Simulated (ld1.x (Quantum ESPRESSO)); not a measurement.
Results of a calculation; reference values are marked as such.
# Potentials for Au compared

Generated with ld1.x 7.5 (TM, RRKJ, ultrasoft, PAW), atompaw 4.2 or ONCVPSP 4.0.1. The cutoff is in Ry: for ld1.x and atompaw files where the sum of valence levels is converged to 10 mRy in a Bessel basis, for ONCV files where the hardest occupied wave has 1 mHa per electron of residual kinetic energy. The error is the largest all-electron minus pseudo excitation energy over each file’s own four to seven test configurations (ionisations up to +4, promotions, holes and added fractions of an electron), all of which were solved. The labels leave out finer settings (local radius, basis sizes, second energies), which also bear on the numbers. Spin-polarised tests are not counted. The rows are a selection from randomly drawn settings: files with unsolved tests, undetermined cutoffs or missed reference levels are left out.

A true bound ghost makes a file unfit for plane-wave use even where its test errors are small: the radial tests pick states by their node count and pass the ghost by.

```csv
potential,cutoff (Ry),largest error (meV),bound ghosts
"RRKJ, LDA (PZ), scalar-relativistic, rc 2.20/2.15/2.25 (spd), local smoothed, core correction no, reference 5d10 6s0.5 6p0",35,-105,s
"TM semilocal, PW91, scalar-relativistic, rc 2.30/2.55/2.00 (spd), local d, core correction yes, reference 5d10 6s1 6p0",45,-408,none
"ultrasoft, revPBE, fully relativistic, rc 2.50/3.50/1.55 (spd), local smoothed, core correction yes, reference 5d10 6s0.5 6p0.5",45,-521,"s, p1/2, p3/2"
"PAW, LDA (PZ), scalar-relativistic, rc 1.35/1.50/1.85 (spd), local smoothed, core correction yes, reference 5s2 5p6 5d8 6s0 6p0",45,-61,s
```

**Question.** Fill in the row for Au: TM, PBE, scalar-relativistic, rc 2.45/3.25/2.10 (spd), local smoothed, core correction yes, reference 5d10 6s1 6p0.

**Answer.** cutoff 40 Ry, largest error -899 meV, bound ghosts: none.
